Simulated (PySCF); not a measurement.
Computed IR spectrum (relative IR intensity) of a molecule C4H9FSi. The structure is a stationary point at PBE-D3(BJ)/def2-SVP. One conformer was computed; it need not be the lowest. Calculation: PySCF with PBE-D3(BJ)/def2-SVP. Frequencies are harmonic and unscaled.

Lines under 2 % of the strongest are left out, and lines within 2 cm⁻¹ are merged.

ν (cm⁻¹): 327 (vw), 478 (w), 576 (vw), 668 (m), 730 (m), 735 (m), 753 (w), 819 (s), 917 (m), 952 (w), 955 (vw), 1001 (m), 1028 (w), 1194 (m), 1428 (vw), 1648 (vs), 2144 (vs), 2964 (m), 3047 (w), 3052 (w), 3093 (w), 3118 (w) (against the strongest line: vs over 80 %, s over 45 %, m over 15 %, w over 4 %, vw less)

Task: Identify the compound among the candidates.
(A) C/C=C(\F)[SiH2]C
(B) CC[SiH2]/C=C\F
(C) CC1([SiH2]F)CC1
(D) C=C(CC)[SiH2]F

Result: B, CC[SiH2]/C=C\F
